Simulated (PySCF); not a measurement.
Which determinant of PbCl⁺ lies lowest?

Unrestricted PBE0; basis Pb def2-SVP with ECP60, Cl def2-SVP; scalar-relativistic core potentials; PySCF 2.14. Outer shells of the fragments: Pb+ 5d10 6s2 6p1; Cl 3s2 3p5.

Followed along the bond (rough minima from three points):

| 2Ms+1 | unpaired | ⟨S²⟩ at the start | R at minimum (Å) | Te (eV) |
| --- | --- | --- | --- | --- |
| 1 | none | 0.00 | 2.39 | 0.00 |
| 3 | π ↑↑ | 2.00 | none in the scan | ≤ 3.43 |

Solutions found at the starting distance of 2.465 Å, counted from the lowest of them; the search is not exhaustive and high or unbound solutions are not listed, so other states can lie among these:

| 2Ms+1 | unpaired | term | E (eV) | ⟨S²⟩ | ⟨Lz²⟩ | μ (D) |
| --- | --- | --- | --- | --- | --- | --- |
| 1 | none | ¹Σ⁺ | 0.00 | 0.00 | 0.00 | -3.29 |
| 3 | π ↑↑ | mixed | 3.87 | 2.00 | 2.01 | 1.93 |
| 3 | π ↑↑ | mixed | 4.00 | 2.00 | 2.01 | 1.91 |
| 3 | σ ↑, π ↑ | ³Π | 4.00 | 2.01 | 1.00 | -0.17 |
| 1 | π ↑↓ | mixed | 4.01 | 1.01 | 2.01 | 1.91 |
| 3 | σ ↑↑ | ³Σ⁺ | 5.83 | 2.00 | 0.00 | 0.48 |

A term symbol is given only where ⟨S²⟩ and ⟨Lz²⟩ are close to those of a pure state; real π, δ and φ orbitals otherwise mix terms. A positive dipole points towards Cl; it is taken about the centre of mass and depends on that origin.

Spin–orbit coupling is left out, which matters for elements this heavy, above all for dissociation energies. Counting both spins, an empty level lies below a filled one in some of these solutions, because spin and occupation are held.
